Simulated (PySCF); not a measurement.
## A small calculation by hand: entropy of an ideal gas

SnFCl, SMILES [Cl][Sn][F] (connectivity only; charge and spin as stated), neutral, multiplicity 1.

The structure is a stationary point at PBE0-D3(BJ)/def2-TZVP. The def2 effective core potentials stand for the cores of Sn; spin–orbit coupling is left out.

PBE0-D3(BJ)/def2-TZVP run with PySCF gives the harmonic wavenumbers 157, 353, 594 cm⁻¹ and the rotational temperatures 0.4300, 0.1442, 0.1080 K. The molar mass is 173.16 g/mol, the symmetry number 1, the spin multiplicity 1.

Question: Work out the entropy at 298.15 K and 1 atm in the rigid-rotor, harmonic-oscillator model.

Answer: 
Translation (Sackur–Tetrode at 1 atm): S = R[1.5 ln M + 2.5 ln T − 1.16487] = 173.0 J/(mol K).
Rotation: q = (√π/σ) T^1.5/√(θA θB θC) = 112000, S = R[ln q + 3/2] = 109.1 J/(mol K).
Vibration: with u = 1.4388 ν/T, each mode gives R[u/(e^u − 1) − ln(1 − e^−u)]:
```
ν (cm⁻¹)  modes     u  S (J/(mol K))
--------  -----  ----  -------------
157           1  0.76          10.82
353           1  1.70           4.82
594           1  2.87           1.93
```
These are all the modes. Sum 17.6 J/(mol K).
Spin: R ln 1 = 0.0 J/(mol K).
Total 299.7 J/(mol K); the program's own thermochemistry gives 299.7. Translation makes up 58 % and vibration 6 %. Anharmonicity, hindered rotation and orbital degeneracy are left out.
